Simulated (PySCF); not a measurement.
## C3H10O2Si3: full NMR table

| Property | Result |
| --- | --- |
| Formula | C3H10O2Si3 |
| SMILES | COC1=CO[SiH2][SiH2][SiH2]1 |
| Point group of the computed structure | C1 |
| Degrees of unsaturation | 2 |
| Carbon signals | 3 |
| Proton signals | 5 |

Mapped SMILES: `[CH3:1][O:2][C:3]1=[CH:4][O:5][SiH2:6][SiH2:7][SiH2:8]1`. Each H is labelled by its parent atom.

Non-relativistic Hamiltonian, one computed conformer, no solvent model, equivalent nuclei averaged. Geometry: GFN2-xTB; GIAO PBE0/pcSseg-1 shieldings; PySCF 2.14.0 with density-fitted response routines.

References, each an isolated molecule treated in the same way: TMS for 1H (31.72 ppm) and 13C (186.93 ppm) and 29Si (349.16 ppm); 17O (336.08 ppm) against H2O.

```tsv
carbon	δC, type	δH (multiplicity)	HMBC from (2–3 bonds)	span of the C tensor (ppm)
C1	56.3, CH3	3.60 (s)	–	81
C3	148.4, C	–	H(C4), H(Si8), H(C1), H(Si7)	158
C4	141.1, CH	6.70 (s)	H(Si6), H(Si8)	150
```

Other nuclei:
```
 atoms  nucleus                                                  environment  δ (ppm)  σ (ppm)
H(Si6)       1H  hydrogen on a silicon bonded to O, Si, in a 6-membered ring     5.43    26.29
H(Si8)       1H  hydrogen on a silicon bonded to C, Si, in a 6-membered ring     4.35    27.36
H(Si7)       1H   hydrogen on a silicon bonded to 2 Si, in a 6-membered ring     3.48    28.23
   Si6     29Si           silicon bonded to O, Si, 2 H, in a 6-membered ring    -28.9    378.1
   Si8     29Si           silicon bonded to C, Si, 2 H, in a 6-membered ring    -91.9    441.1
   Si7     29Si            silicon bonded to 2 Si, 2 H, in a 6-membered ring   -130.1    479.2
    O2      17O                                                 ether oxygen     89.1    246.9
    O5      17O                 oxygen bonded to C, Si, in a 6-membered ring     48.2    287.9
```

- Carbon types of the structure: 1 × C, 1 × CH, 1 × CH3, leaving 6 H on heteroatoms.
- δC 148.4, 141.1: alkene carbon bearing oxygen; an sp2 carbon further deshielded by the attached heteroatom.
- δC 56.3: methyl carbon bonded to O; pulled downfield by the heteroatom.
- δH 6.70: hydrogen on an alkene carbon bearing oxygen; olefinic region.
- δH 3.60: hydrogen on a methyl carbon bonded to O; its carbon carries O, an electronegative neighbour.
- δH 3.48: hydrogen on a silicon bonded to 2 Si, in a 6-membered ring.

Shifts are as computed. Against solution values, carbons near 30 ppm lie about +3 ppm off and those near 130 ppm about +5 ppm. Of 1309 compounds with measured shifts, 239 miss one by over three times the rms of a fit or turn the order of signals round; such compounds aren't used in these exercises. Experimental scales use liquid or dissolved standards, which lie at an offset from isolated H2O (liquid H2O: subtract about 36 ppm). Multiplicities follow the n + 1 count of equivalent neighbours, as no J values were calculated; m marks all less simple cases, F and P coupling included.
